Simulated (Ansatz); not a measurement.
AlClH₅NOSi, SMILES `N[SiH](Cl)[AlH][OH]`, relaxed with RKS PBE-D4/def2-SVP in the Gaussian-basis code of Ansatz from a rough embedded geometry. The force threshold is 0.03 eV/Å; the program also tests the step.

Charge 0, multiplicity 1.

Start:

```xyz
10

N    -0.585    0.918    1.636
Si   -1.169    0.080    0.181
Cl   -2.066    1.495   -1.024
Al    0.591   -0.891   -1.058
O     2.006    0.094   -1.602
H    -0.035    0.138    2.195
H     0.196    1.565    1.309
H    -2.148   -0.915    0.528
H     0.576   -2.548   -1.287
H     2.635    0.065   -0.876
```

Question: By how much does the energy fall, and how many steps does the optimiser take? (An estimate is asked.)

Answer: Computed: 92.89 kJ/mol, in 19 steps, 3 of them rejected.

Question: Which bonds change most? (An estimate is asked.)

Answer: Ansatz gave: Si2–Cl3 from 2.064 to 2.148 Å; N1–H6 from 1.107 to 1.024 Å; Al4–O5 from 1.808 to 1.728 Å; Si2–Al4 from 2.361 to 2.432 Å.

Question: Give the relaxed structure. (Estimate.)

Answer: Computed: 
```xyz
10

N    -0.380    0.768    1.669
Si   -1.084   -0.111    0.350
Cl   -2.112    1.084   -1.109
Al    0.668   -0.983   -1.094
O     2.106   -0.042   -0.919
H    -0.977    1.228    2.361
H     0.455    1.330    1.480
H    -2.156   -0.988    0.936
H     0.592   -2.153   -2.186
H     2.888   -0.134   -1.488
```
